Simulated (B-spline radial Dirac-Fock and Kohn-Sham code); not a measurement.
**Kohn-Sham estimates against Dirac-Fock for the levels of Os⁶³⁺**

System: osmium as Os⁶³⁺ in the configuration [Ne] 3s2 3p1.

The density-functional columns are spherical, spin-unpolarised Dirac-Kohn-Sham results without Breit or QED terms: −ε is minus the orbital energy of the initial state and ΔSCF the difference of two total energies. The reference in the last column comes from Dirac-Fock ΔSCF + Breit + QED. All numbers are from a radial atomic solver, in eV; a selection of levels is shown. For the 1s level of heavy atoms much of the gap between ΔSCF and the reference is the Breit and QED part, -377.1 eV here; for other levels the error of the functional can be larger.

```
level   LDA −ε  LDA ΔSCF  Dirac-Fock
    K  79044.2   79681.3     79310.9
   L1  17919.8   18077.2     18110.9
   L2  17454.7   17646.5     17584.1
   L3  15880.2   16050.0     16023.9
   M1   7300.9    7365.0      7343.7
 M2,3   6851.3    6917.1      6908.1
```

Values without a named source are computed, but for edge energies of neutral atoms, which are taken from tables.
